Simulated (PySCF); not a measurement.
A calculated (UHF, PySCF 2.14, x2c-TZVPall, the spin-free X2C one-electron Hamiltonian (Gaussian nucleus)) atom or ion has these occupied shells.

```tsv
shell	electrons	orbital energy (eV)	rms radius, mean of both spins (bohr)
1s α	1	-740.64	0.204
1s β	1	-737.71	0.204
2s α	1	-65.412	1.05
2s β	1	-54.362	1.05
2p α	3	-40.710	1.09
2p β	1	-35.644	1.09
```

(1) Name the element and its charge.

Answers

(1) F+ (fluorine, charge +1), in [He] 2s2 2p4, high-spin 3P determinant.
